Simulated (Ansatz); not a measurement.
Reaction (SMILES): [ZrH3] (ZrH3) -> [ZrH3] (ZrH3) as singlet, charge +1 + e-
Geometries: B3LYP-D3(BJ)/def2-TZVP minima from Ansatz (a first-principles code). Frequencies are from Ansatz. [ZrH3] (ZrH3): The spin state was set by rule; other spins were not relaxed. [ZrH3] (ZrH3) as singlet, charge +1: The spin state was set by rule; other spins were not relaxed.

Wanted: adiabatic ionisation energy (0 K, with B3LYP-D3(BJ) harmonic zero-point energies), in eV. Correlated levels leave the core frozen unless marked. UHF or UKS for open shells. Spin-orbit coupling is left out. Frozen are the shells of the preceding noble gas and the d and f shells that filled before the atom's block. Past Kr the def2 sets carry scalar-relativistic core potentials. STO-3G rows are all-electron and non-relativistic. CBS(X,Y): correlation extrapolated as X^-3; Hartree-Fock from the larger set.

| level | program | adiabatic ionisation energy (eV) |
|---|---|---|
| B97M-V/def2-TZVPD | Ansatz | 7.49 |
| BHLYP-D4/def2-TZVPD | Ansatz + dftd4 | 7.51 |
| HSE06-D3(BJ)/def2-TZVPD | Ansatz + dftd3 | 7.42 |
| RPA@PBE/def2-TZVPP | Ansatz | 7.61 |
| SCS-MP2/def2-SVP | Ansatz | 7.12 |

### Question
What does CCSD(T)/CBS(def2-TZVPPD,def2-QZVPPD) (Ansatz) give?

### Answer
7.35 eV, so SCS-MP2/def2-SVP differs from it by -0.23 eV.
